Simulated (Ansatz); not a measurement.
RuBr₃, relaxed as a doublet with UKS r2SCAN-D4/def2-SVP in Ansatz, starting from the GFN1-xTB geometry. Force threshold 0.02 eV/Å.

In the def2 sets Ru takes a core potential; there is no spin–orbit coupling. The charge 0 doublet is spin-contaminated (final ⟨S²⟩ up to 1.51, 0.75 for a pure state). At r2SCAN-D4/def2-SVP a quartet of charge 0 lies 0.57 eV below the doublet, each at its own geometry. The structure comes from a short search, and lower isomers may exist.

Start:

```xyz
4

Ru    0.001    0.000   -0.002
Br   -1.554    0.155   -1.737
Br    1.483    1.758    0.403
Br    0.069   -1.914    1.335
```

Task: Estimate the energy that the relaxation releases and the steps that it takes.

Result: 0.3 kcal/mol, in 6 steps; 71 s on 4 threads of Arm Neoverse V1 on a shared host. No frequencies were taken in this run, so the end may be a saddle point.

Task: Does the start keep its bonding and symmetry?

Result: By distances, no bond broke or formed. The bond that changes most is Ru1–Br3, from 2.33 to 2.35 Å (atoms count from 1). Point group D3h at the start, C3v at the end, both within 0.05 Å.

Task: Predict the relaxed structure.

Result: 
```
atom    x (Å)    y (Å)    z (Å)
 Ru1  -0.1317   0.0825   0.1248
 Br2  -1.5070   0.1283  -1.7767
 Br3   1.5250   1.7285   0.3602
 Br4   0.1137  -1.9393   1.2917
```
Bond lengths: 3 × Br–Ru 2.35 Å.
